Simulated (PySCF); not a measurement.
CdH4N2. Atoms are numbered in the order given.

```xyz
7

Cd     0.0000     0.0000     0.0129
N     -0.0779    -2.0002    -0.1013
H      0.8050    -2.4179    -0.3703
H     -0.3511    -2.4379     0.7702
N      0.0779     2.0002    -0.1013
H     -0.8050     2.4179    -0.3703
H      0.3511     2.4379     0.7702
```
Charge 0, spin multiplicity 1.

Geometry optimised at PBE0-D3(BJ)/def2-TZVP. The def2 effective core potentials stand for the cores of Cd; spin–orbit coupling is left out. Other conformers were not sampled.

The numbers are results of PySCF with PBE/def2-TZVPD, not measurements.

Symmetry labels are those of the subgroup C2 that the program uses (full group C2).

**Question.** List the valence orbital energies around the gap with their symmetry. (Estimate from the structure and the level; the computed values follow.)

**Answer.** 
| orbital | symmetry | energy (eV) |
|---|---|---|
| HOMO−7 | B | -12.43 |
| HOMO−6 | A | -12.43 |
| HOMO−5 | B | -10.76 |
| HOMO−4 | A | -10.74 |
| HOMO−3 | A | -8.34 |
| HOMO−2 | B | -8.01 |
| HOMO−1 | A | -5.68 |
| HOMO | B | -5.47 |
| LUMO | A | -1.49 |
| LUMO+1 | B | -0.55 |
| LUMO+2 | A | -0.48 |
| LUMO+3 | B | 0.20 |
